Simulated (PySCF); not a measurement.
## Levels of Cd⁴⁵⁺ from EOM-EA-GCCSD

Reference: closed-shell Cd⁴⁶⁺, 1s2; one electron is added. Calculated with PySCF 2.14, two-component X2C-1e with screened spin-orbit coupling, an even-tempered Gaussian basis (16 s from 11 bohr⁻², ratio 2.6; 12 p from 14 bohr⁻², ratio 2.6; 6 d from 14 bohr⁻², ratio 2.8; 3 f from 610 bohr⁻², ratio 2.8); frozen nothing; the 32 highest virtual spinors dropped; of the others 52 kept and the rest restored at second order. No Breit or QED terms. Binding energies in eV.

```csv
level,Koopmans
2s1/2,7613.2
2p1/2,7513.9
2p3/2,7283.3
```

(1) How does correlation move these levels?

For comparison, the ionisation energy of Cd⁴⁵⁺ is 7607.9 eV (theoretical estimate listed by NIST; NIST Atomic Spectra Database, ionization energies).

Only part of the computed levels is shown.

## Answers

(1) 2s1/2: second order 7613.4, EOM-CCSD 7613.4; 2p1/2: second order 7514.3, EOM-CCSD 7514.3; 2p3/2: second order 7283.6, EOM-CCSD 7283.6.
